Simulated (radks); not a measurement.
Species: Si. Configuration: [Ne] 3s2 3p2.

Calculated with a radial shooting solver on a logarithmic mesh with Libxc functionals: non-relativistic Kohn-Sham, exchange-only PBE, spin-unpolarised, spherical densities, point nucleus.

Energy parts (eV):
total: -7856.260
kinetic: 7856.260
electron-nucleus: -18748.150
Hartree: 3582.105
exchange: -546.474

Orbitals (lengths in bohr, moments of r in powers of bohr; r(90%) holds 90 % of the orbital's charge):
orbital  occ.  eigenvalue (eV)  r(90%)
1s          2        -1780.972   0.199
2s          2        -137.7573   0.900
2p          6         -94.6343   0.906
3s          2         -10.0262    3.33
3p          2          -3.4003    4.68

The highest occupied level is 3p at -3.400 eV. For comparison, the ionisation energy in NIST's Atomic Spectra Database is 8.152 eV (measured). In exact Kohn-Sham theory the highest level is minus the ionisation energy, but local and semilocal functionals leave it too shallow, through self-interaction and a potential that decays too fast; potentials with the right tail come closer. Summed over all electrons, <r^2> = 34.46 bohr^2, which gives a Langevin (diamagnetic) susceptibility term of -27.3 x 10^-6 cm^3/mol.

Run on one thread of a shared host, so times are rough (Intel(R) Xeon(R) Platinum 8375C CPU @ 2.90GHz): 0.06 s of CPU time, 0.06 s wall, 14 iterations on 2669 mesh points.

Beside tabulated values, note that spin-unpolarised runs miss the spin-polarisation part of the exchange energy of open shells.
